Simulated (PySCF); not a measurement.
## Stretching GdCl

Set-up: basis Gd x2c-SVPall, Cl x2c-SVPall; spin-free X2C with a Gaussian nucleus; PySCF 2.14. Energies in eV from Gd (4f7 5d1 6s2) + Cl in their ground configurations at the same level. State: octet, about 7.1 electrons in the 4f shell (Mulliken).

All columns are PBE0. A positive dipole means Gd(−)Cl(+).

| R (Å) | E (eV) | μ (D) | Mulliken charge on Gd (basis-dependent) | HOMO (eV) | LUMO (eV) | Mayer bond order | ⟨S²⟩ |
| --- | --- | --- | --- | --- | --- | --- | --- |
| 2.074 | -3.967 | -1.31 | 0.00 | -4.26 | -1.73 | 1.68 | 15.77 |
| 2.171 | -4.641 | -1.60 | 0.08 | -4.36 | -1.90 | 1.57 | 15.77 |
| 2.267 | -5.008 | -1.93 | 0.14 | -4.46 | -2.06 | 1.47 | 15.78 |
| 2.340 | -5.135 | -2.20 | 0.19 | -4.54 | -2.19 | 1.41 | 15.78 |
| 2.412 | -5.170 | -2.49 | 0.23 | -4.61 | -2.30 | 1.35 | 15.78 |
| 2.484 | -5.134 | -2.80 | 0.26 | -4.69 | -2.42 | 1.29 | 15.79 |
| 2.581 | -5.006 | -3.22 | 0.30 | -4.78 | -2.56 | 1.23 | 15.80 |
| 2.701 | -4.763 | -3.79 | 0.34 | -4.90 | -2.71 | 1.16 | 15.81 |
| 2.846 | -4.404 | -4.52 | 0.38 | -5.03 | -2.87 | 1.10 | 15.82 |
| 3.039 | -3.882 | -5.54 | 0.42 | -5.19 | -3.04 | 1.03 | 15.83 |

A fit through these points gives, at Re = 2.408 Å, μ = -2.47 D and dμ/dR = -4.10 D/Å; the reduced mass is 28.63 u.

**Question.** How strong is the fundamental in the double-harmonic approximation, I = 42.26·(dμ/dR)²/μred km/mol?

**Answer.** I = 42.26·(-4.10)²/28.63 = 24.8 km/mol at PBE0.

Spin–orbit coupling is left out, which matters for elements this heavy, above all for dissociation energies. With d or f electrons several states lie close, and the lowest PBE0 determinant need not be the measured ground state.
